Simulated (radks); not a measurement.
Values are calculated unless marked as measured or tabulated.
Spherical jellium clusters: N electrons in a uniform positive sphere of charge N and radius rs N^(1/3), rs unknown. Level of theory: non-relativistic Kohn-Sham, PBE, spin-polarised, spherical densities (a radial shooting solver with Libxc functionals). Levels are named by radial order and angular momentum (1s, 1p, 1d, 2s, ...), and open shells are averaged over m. Each electron was tried in the lowest free levels, single moves between levels near the top were tried too, and the lowest total energy was kept; such a search can miss a lower state. The series stops at N = 13: beyond it a trial failed or the search could not be trusted, so later rows were left out. IP is vertical, at fixed background; rs is in bohr. The values of IP (eV) for N = 2 to 12 are 5.208, 3.843, 4.413, 4.706, 4.090, 4.470, 4.685, 3.426, 3.695, 3.898, 4.056. Estimate rs.

Answer. rs = 3.99 bohr. A metal sphere has IP near W + 1/(2R) hartree with R = rs N^(1/3), and both terms fall as rs grows; shell closures ride on that trend.
